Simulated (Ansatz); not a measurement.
AlH8NOSi2 (`O[SiH2]N[SiH2][AlH2]`), charge 0, multiplicity 1.

Q: Give a relaxed structure at PBE0-D4/def2-TZVP (the Gaussian-basis code of Ansatz). (Estimate.)

A: Computed: 
Z-matrix (Å, degrees):
```
Si
N 1 1.719
O 1 1.645 2 114.0
H 1 1.479 2 111.0 3 -115.8
H 1 1.489 2 105.6 3 122.7
Si 2 1.742 1 127.4 3 65.1
H 2 1.009 1 115.7 3 -113.0
H 3 0.958 1 117.6 2 56.6
Al 6 2.461 2 111.6 1 146.1
H 6 1.492 2 106.2 1 24.1
H 6 1.499 2 112.1 1 -90.2
H 9 1.593 6 119.7 2 14.7
H 9 1.589 6 121.6 2 -166.1
```
This is one stationary point; other conformers may exist.
